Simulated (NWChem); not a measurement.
## I2Sn in NWChem

```xyz
3

Sn     0.0000     0.0000    -1.1880
I     -2.1161     0.0000     0.5604
I      2.1161     0.0000     0.5604
```
Charge 0, spin multiplicity 1.

The numbers come from NWChem runs, not from measurements. The geometry was optimised at PBE0/def2-SVP with def2 effective core potentials on Sn, I, a minimum by its harmonic frequencies.

Symmetry labels belong to the abelian group C2v used in the runs, with the axes of the coordinates shown.

Effective core potentials replace the inner electrons of Sn, I; spin-orbit coupling is left out. The structure started from a generated list of species.

Q: List the lowest 6 singlet excitations that TD-LDA (SVWN5)/def2-SVP with def2 effective core potentials on Sn, I gives, with oscillator strengths.

A: 
| state | symmetry | energy (eV) | wavelength (nm) | f |
|---|---|---|---|---|
| 1 | a2 | 2.33 | 532 | 0.000 |
| 2 | b2 | 2.50 | 497 | 0.002 |
| 3 | b1 | 3.05 | 407 | 0.042 |
| 4 | b2 | 3.53 | 352 | 0.006 |
| 5 | a1 | 3.65 | 339 | 0.014 |
| 6 | a2 | 4.23 | 293 | 0.000 |
